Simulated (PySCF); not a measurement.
Input for PySCF: U-B3LYP/LANL2DZ on InCl, a point of a bond scan (R = 3.295 Å).

```python
from pyscf import gto, scf, dft, mp
from pyscf.data.elements import chemcore

mol = gto.M(
    atom='''
    In   -0.00000000   -0.00000000   -0.62874031
    Cl    0.00000000    0.00000000    2.66659859
    ''',
    basis='lanl2dz',
    ecp={'Cl': 'lanl2dz', 'In': 'lanl2dz'},
    charge=0, spin=0, verbose=3, max_memory=1800)
mf = dft.UKS(mol, xc='b3lyp')
mf.conv_tol = 1e-8
mf.max_cycle = 100
mf.init_guess_breaksym = True
mf.kernel()
if not mf.converged:
    mf = mf.newton().run(mf.mo_coeff, mf.mo_occ)
for _ in range(4):
    mo, _, stable, _ = mf.stability(return_status=True)
    if stable:
        break
    mf.kernel(mf.make_rdm1(mo, mf.mo_occ))
```

Program output:

```
converged SCF energy = -16.8573554442284  <S^2> = -7.1054274e-15  2S+1 = 1
<class 'pyscf.dft.uks.UKS'> wavefunction is stable in the internal stability analysis
```

Self-consistency was reached.

Cost: about 1.6 core-seconds (a rough figure).
